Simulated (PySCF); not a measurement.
[IO3]- (singlet). Computed with PBE/[I def2-SVPD with ECP28, O def2-SVPD], scalar-relativistic core potentials, density fitting, no spin–orbit coupling, PySCF.

Harmonic bands of its minimum:

| ω (cm⁻¹) | IR (km/mol, summed over degenerate members) | degeneracy |
| --- | --- | --- |
| 235 | 23.1 | 2 |
| 282 | 39.9 | 1 |
| 705 | 14.5 | 1 |
| 724 | 362 | 2 |

Task: The central atom is I. Infer the point group and assign the bands.

Result: C3v. The modes span 2e + 2a1: 235 e, 282 a1, 705 a1, 724 e. The computed geometry has I–O 1.882 Å (×3); O–I–O 107.6° (×3).

Other isomers or separated fragments may lie lower. The lowest empty level of this anion is unbound, so it and the gap depend on the basis.
